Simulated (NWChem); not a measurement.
Program: NWChem. System: H$_{6}$NSi$_{2}$, charge 0, spin multiplicity 2, at a geometry optimised with UB3LYP/def2-SVP. The structure started from a generated list of species. Its SCF solution wasn't tested for a lower state. Level: UMP2/cc-pVDZ, 11 core orbitals frozen.

Input file:

```
start mol
memory heap 200 mb stack 900 mb global 1100 mb
geometry units angstroms nocenter noautoz noautosym
  Si     1.564071    -0.390647    -0.334887
  N      0.164605     0.568394     0.107195
  Si    -1.527330     0.117715     0.188530
  H      1.290848    -1.803450     0.082392
  H      2.760094     0.145451     0.398896
  H      0.344668     1.571424     0.152657
  H     -1.590270    -1.365585     0.292912
  H     -2.306454     0.549882    -1.012083
  H     -2.165505     0.744583     1.383851
end
basis spherical
  * library cc-pvdz
end
scf
  uhf
  nopen 1
  maxiter 100
  thresh 1e-7
  semidirect memsize 60000000 filesize 0
  # guess.movecs holds the orbitals of an unrestricted PBE0 run
  vectors input guess.movecs output mol.movecs
end
mp2
  freeze core 11
end
task mp2 energy
```

Output (cleaned and shortened):

```
             Northwest Computational Chemistry Package (NWChem) 7.3.0
             --------------------------------------------------------

                                NWChem Input Module
                                -------------------

 Scaling coordinates for geometry "geometry" by  1.889725989
 (inverse scale =  0.529177249)

                             Geometry "geometry" -> ""
                             -------------------------

 Output coordinates in angstroms (scale by  1.889725989 to convert to a.u.)

  No.       Tag          Charge          X              Y              Z
 ---- ---------------- ---------- -------------- -------------- --------------
    1 Si                  14.0000     1.56407100    -0.39064700    -0.33488700
    2 N                    7.0000     0.16460500     0.56839400     0.10719500
    3 Si                  14.0000    -1.52733000     0.11771500     0.18853000
    4 H                    1.0000     1.29084800    -1.80345000     0.08239200
    5 H                    1.0000     2.76009400     0.14545100     0.39889600
    6 H                    1.0000     0.34466800     1.57142400     0.15265700
    7 H                    1.0000    -1.59027000    -1.36558500     0.29291200
    8 H                    1.0000    -2.30645400     0.54988200    -1.01208300
    9 H                    1.0000    -2.16550500     0.74458300     1.38385100

 Effective nuclear repulsion energy (a.u.)     145.5928964375

            Nuclear Dipole moment (a.u.)
            ----------------------------
        X                 Y               Z
 ---------------- ---------------- ----------------
    -0.0000188973     0.0000283459    -0.0000151178


 Summary of "ao basis" -> "" (spherical)
 ------------------------------------------------------------------------------
       Tag                 Description            Shells   Functions and Types
 ---------------- ------------------------------  ------  ---------------------
 *                          cc-pvdz                   on all atoms

 Summary of "ao basis" -> "ao basis" (spherical)
 ------------------------------------------------------------------------------
[...]
  AO/Fock/Back tols     =   1.0D-09  1.0D-09  1.0D-09

 GA uses MA = F    GA memory limited = T

 Available:
  local mem=  1.26D+08
 global mem=  1.44D+08
 local disk=  0.00D+00
  mp2_memr nvloc                    59
  nvloc new                    59
   1 passes of  10:        3145728                      28101                   6412169.
   1 passes of  10: M    126145680           G      144166400           F     122999952.

 Semi-direct pass number   1 of   1  for UHF alpha       at        4.2s
  vrange nnbf                  3191
  mp2_eaftype                    24  avail_ma_in_mb                  1099
 EAF : mp2_eaftype filesize          24    3206084.
  mp2_eaf for mointskh                     24
Node 0 wrote     15.1 Mb in      0.0 s     Agg I/O rate:  1691.8 Mb/s
 Done moints_semi at       10.1s
  mp2_eaftype                    24  avail_ma_in_mb                  1075
 EAF : mp2_eaftype filesize          24    3206084.
  mp2_eaf for kh                    24
 Done maket at       10.1s
 Done multipass loop at       10.1s

 GA uses MA = F    GA memory limited = T

 Available:
  local mem=  1.26D+08
 global mem=  1.44D+08
 local disk=  0.00D+00
  mp2_memr nvloc                    60
  nvloc new                    60
   1 passes of   9:        3145728                      26826                   5869699.
   1 passes of   9: M    126145680           G      144166400           F     122999952.

 Semi-direct pass number   1 of   1  for UHF beta        at       10.1s
  vrange nnbf                  3191
  mp2_eaftype                    22  avail_ma_in_mb                  1099
 EAF : mp2_eaftype filesize          22    2934849.
  mp2_eaf for mointskh                     22
Node 0 wrote     13.8 Mb in      0.0 s     Agg I/O rate:  1535.1 Mb/s
 Done moints_semi at       16.3s
  mp2_eaftype                    22  avail_ma_in_mb                  1077
 EAF : mp2_eaftype filesize          22    2934849.
  mp2_eaf for kh                    22
 Done maket at       16.4s
 Done multipass loop at       16.4s

          -------------------------------------------
          SCF energy                -635.800708866934
          Correlation energy          -0.359815771400
          Singlet pairs                0.000000000000
          Triplet pairs                0.000000000000
          Total MP2 energy          -636.160524638334
          -------------------------------------------

          ---------------------------------------------------
                    Spin Component Scaled (SCS) MP2
          Same spin pairs                     -0.072921717654
          Same spin scaling factor             0.333333333333
          Opposite spin pairs                 -0.286894053747
          Opposite spin scaling fact.          1.200000000000
          SCS-MP2 correlation energy          -0.368580103714
          Total SCS-MP2 energy              -636.169288970648
          ---------------------------------------------------

 -----------------------
 Performance information
 -----------------------

 Timer overhead =  1.76D-07 seconds/call

               Nr. of calls         CPU time (s)                 Wall time (s)                GFlops
             ---------------    -------------------     ------------------------------   -------------------
Name         Min   Avg   Max    Min     Avg     Max     Min     Avg     Max   Mx/calls   Min     Max     Sum
mp2: moin     2     2     2    12.     12.     12.      12.     12.     12.     6.0      0.0     0.0     0.0
mp2: make     2     2     2   0.14    0.14    0.14     0.14    0.14    0.14    7.07E-2   0.0     0.0     0.0
mp2: tota     1     1     1    12.     12.     12.      12.     12.     12.     12.      0.0     0.0     0.0

 The average no. of pstat calls per process was 5.00D+00
 with a timing overhead of 8.79D-07s

 Task  times  cpu:       16.4s     wall:       16.4s

 Total times  cpu:       16.4s     wall:       16.4s
```
